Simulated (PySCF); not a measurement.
Computed IR spectrum (relative IR intensity) of a molecule C4H6F2. Geometry: PBE0-D3(BJ)/def2-SVP. One conformer was computed; it need not be the lowest. Method: PySCF 2.14.0 with PBE0-D3(BJ)/def2-SVP. No scaling factor is applied to the harmonic values.

Lines under 2 % of the strongest are left out, and lines within 2 cm⁻¹ are merged.

```tsv
ν (cm⁻¹)	relative intensity
111	3.7
328	6.3
429	9.9
825	8.5
986	5.0
1079	74
1106	17
1141	3.6
1221	56
1232	65
1279	33
1324	8.0
1406	100
1408	8.4
1430	15
3088	7.6
3093	48
3097	10
3176	16
3179	8.4
```

Question: Pick the molecule that these values belong to.
A. FC1(F)CCC1
B. F[C@H]1C[C@@H](F)C1
C. C=CCC(F)F
D. CCC=C(F)F

Answer: B, F[C@H]1C[C@@H](F)C1
